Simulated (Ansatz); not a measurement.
Basis-set extrapolation for CHFOSSi (PBE0-D4/def2-TZVP geometry, frozen core, Ansatz 0.2.0). Multiplicity 1, RHF reference.

```tsv
	def2-TZVPP	def2-QZVPP
HF	-899.406278	-899.436244
MP2 correlation	-0.898098	-0.974993
CCSD(T) correlation	-0.958365	not run
```

Energies in hartree. Use E(X) = E(∞) + A·exp(−7.88·√X) for Hartree–Fock and E(X) = E(∞) + B·X^(−2.97) for correlation, with X = 3 and 4, and add CCSD(T) minus MP2 of the smaller set to the MP2 limit.

Question: What is the CCSD(T) energy at the basis-set limit?

Answer: HF limit: -899.436244 + (-0.029966) × 0.13774 = -899.44037. MP2 limit: -0.974993 + (-0.076895) × 0.74074 = -1.03195. Higher-order term: -0.958365 − (-0.898098) = -0.06027. Total: -900.53259 hartree, 4.57 eV below CCSD(T)/def2-TZVPP.
